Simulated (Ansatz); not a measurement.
`FB(S)[CH2][GeH3]` and `FB(F)S` differ in one atom or group.

Ansatz, PBE0-D4/def2-TZVP geometries, multiplicity 1. Each molecule was computed in one conformer, which needn't be the lowest.

Scalar relativity is left out up to krypton.

```json
{"property": "LUMO energy (B3LYP/def2-TZVPP) / eV", "`FB(S)[CH2][GeH3]`": "-0.60"}
{"property": "HOMO–LUMO gap (ωB97M-V/def2-TZVPP) / eV", "`FB(S)[CH2][GeH3]`": "11.67"}
{"property": "HOMO energy (ωB97M-V/def2-TZVPP) / eV", "`FB(S)[CH2][GeH3]`": "-10.09"}
{"property": "HOMO–LUMO gap (B3LYP/def2-TZVPP) / eV", "`FB(S)[CH2][GeH3]`": "7.08"}
{"property": "HOMO energy (PBE/def2-TZVPP) / eV", "`FB(S)[CH2][GeH3]`": "-6.72"}
{"property": "HOMO energy (PBE0/def2-TZVPP) / eV", "`FB(S)[CH2][GeH3]`": "-7.93"}
```

Problem. What does the change do to each property? (Estimate.)

Solution. Ansatz gave: 
```csv
property,`FB(F)S`,shift
LUMO energy (B3LYP/def2-TZVPP) / eV,-0.14,0.46
HOMO–LUMO gap (ωB97M-V/def2-TZVPP) / eV,12.46,0.79
HOMO energy (ωB97M-V/def2-TZVPP) / eV,-10.63,-0.54
HOMO–LUMO gap (B3LYP/def2-TZVPP) / eV,8.04,0.96
HOMO energy (PBE/def2-TZVPP) / eV,-7.16,-0.44
HOMO energy (PBE0/def2-TZVPP) / eV,-8.44,-0.51
```

With PBE0 the HOMO falls by 0.51 eV and the LUMO rises by 0.52 eV, so the gap widens by about 1.03 eV. PBE moves the HOMO by -0.44 eV and ωB97M-V by -0.54 eV.

B3LYP here is the variant with VWN-RPA as its local correlation; programs differ in this.
